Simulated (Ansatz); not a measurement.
Consider the cleavage of the Si–B bond: `[SiH3]B[SiH2][SiH3]` + H–F → `F[SiH3]` + `B[SiH2][SiH3]`.

Computed with Ansatz on PBE0-D4/def2-TZVP structures; ΔE is electronic, products minus reactants. CCSD(T)/CBS is the MP2 limit (def2-TZVPP, def2-QZVPP) plus CCSD(T) − MP2 in def2-TZVPP, frozen cores. This one scheme is used for every species. DFT in def2-TZVPP. B3LYP here is the variant with VWN-RPA as its local correlation; programs differ in this. One conformer a species, not always the lowest.

```tsv
level	ΔE (kJ/mol)	difference from CCSD(T)/CBS
r2SCAN-D4	-130.1	2.1
PBE0-D4	-116.6	15.6
B3LYP-D4	-134.9	-2.7
ωB97X-V	-137.1	-4.9
ωB97M-V	-138.0	-5.8
B2PLYP	-145.5	-13.3
PBE	-116.8	15.4
PBE0	-123.1	9.1
B3LYP	-146.2	-14.0
HF/def2-TZVPP	-172.7	-40.5
MP2/def2-TZVPP	-138.9	-6.7
CCSD(T)/def2-TZVPP	-132.8	-0.6
HF/def2-QZVPP	-175.3	-43.1
MP2/def2-QZVPP	-139.4	-7.2
HF/CBS(def2)	-175.7	-43.5
MP2/CBS(def2)	-138.3	-6.1
CCSD(T)/CBS	-132.2	0
```

Largest T1 diagnostic among the species: 0.015.

The D4 term adds +11.3 kJ/mol with B3LYP and +6.5 kJ/mol with PBE0; it sums over pairs of atoms, weighted by their polarisabilities, and B3LYP, whose exchange is more repulsive, gets the larger term. In def2-TZVPP, CCSD(T) changes the Hartree–Fock value by +39.9 kJ/mol (the triples alone add +5.5 kJ/mol) and MP2 by +33.8 kJ/mol. From PBE to PBE0 (25 % exact exchange), in def2-TZVPP and without D4, ΔE moves by −6.3 kJ/mol.
